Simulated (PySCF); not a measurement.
C7H8S.
InChI=1S/C7H8S/c1-2-4-7-5-3-6-8-7/h2-3,5-6H,1,4H2

Torsions of this conformer, `[CH2:1]=[CH:2][CH2:3][c:4]1[cH:5][cH:6][cH:7][s:8]1`: C1–C2–C3–C4 -121°, C2–C3–C4–C5 77°.

The closed-shell ground state was solved at several levels (PySCF, density fitting, gas phase, non-relativistic). Isolated species at its PBE0-D3(BJ)/def2-SVP geometry (one conformer only).

| level | basis functions | HOMO (eV) | LUMO (eV) | gap (eV) | dipole (D) |
| --- | --- | --- | --- | --- | --- |
| wB97X-D/def2-SVPD | 231 | -8.42 | 1.18 | 9.60 | 0.52 |
| PBE0/pcSseg-1 | 183 | -6.63 | -0.48 | 6.15 | 0.45 |

(1) Estimate the row for B3LYP/pcSseg-1, a basis of 183 functions; the other rows only guide the guess.

(2) Over all these levels, which gives the widest orbital gap and which the narrowest?

(3) How far do the dipole and the HOMO energy spread over the levels?

Answers

(1) HOMO -6.39 eV, LUMO -0.65 eV, gap 5.74 eV, dipole 0.38 D.

(2) wB97X-D/def2-SVPD (range-separated hybrid) has the widest, 9.60 eV, and B3LYP/pcSseg-1 (global hybrid, 20 % exact exchange) the narrowest, 5.74 eV. Functional and basis both differ between the two, so the spread mixes both effects.

(3) The dipole runs from 0.38 to 0.52 D (mean 0.45 D) and the HOMO from -8.42 to -6.39 eV.
